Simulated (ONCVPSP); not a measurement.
# osmium, ONCV: configuration errors across variants

Os, optimised norm-conserving Vanderbilt (ONCV), made with ONCVPSP 4.0.1 (LDA (Perdew-Zunger), scalar-relativistic). Core [Kr] 4d10 4f14, reference 5s2 5p6 5d6 6s2. Waves: 5s+6s: rc 1.55 bohr, ncon 3, nbas 8, qcut 9.7 1/bohr, 2 projectors; 5p: rc 1.45 bohr, ncon 4, nbas 8, qcut 9.1 1/bohr, 2 projectors, debl 2.2 Ha; 5d: rc 2.50 bohr, ncon 5, nbas 10, qcut 7.3 1/bohr, 1 projector. Local part: polynomial inside 1.35 bohr (lpopt 5, dvloc0 0 Ha). Core correction: Teter function, fcfact 5.75, rcfact 1.3.

All-electron excitation energies from the reference (eV): (1) 5s2 5p6 5d6 6s1 9.864; (2) 5s2 5p6 5d6 6s0 27.147; (3) 5s2 5p6 5d5 6s0 56.302; (4) 5s2 5p6 5d5 6s2 6p1 6.148.

4 further variants failed, have other tests or another functional or relativity, and are left out.

Errors AE − PS in meV (a dash: test not solved or not reliable):

| change | (1) | (2) | (3) | (4) | bound ghosts | GHOST(+) flags above zero |
| --- | --- | --- | --- | --- | --- | --- |
| base | -3.2 | -9.0 | -14 | +3.2 | none | s |
| d: rc 2.96 | -3.0 | -10 | -26 | +13 | none | s |
| p: nbas 7 | -3.2 | -9.0 | -15 | +3.2 | none | s |
| core correction Teter function, fcfact 5.75, rcfact 1.54 | -3.8 | -12 | -19 | -1.3 | none | s |
| p: qcut 7.4 | -3.2 | -9.0 | -14 | +2.9 | none | s |
| local potential polynomial inside 1.35 bohr (lpopt 5, dvloc0 9 Ha) | -3.2 | -9.3 | -17 | +2.7 | none | none |
| s: rc 1.6 | -3.3 | -9.4 | -15 | +3.2 | none | s |

(1) Give the same row for: p: ncon 3, nbas 7.

Results:

(1) -3.2, -9.0, -14, +0.3; bound ghosts: none; GHOST(+) flags above zero: s.
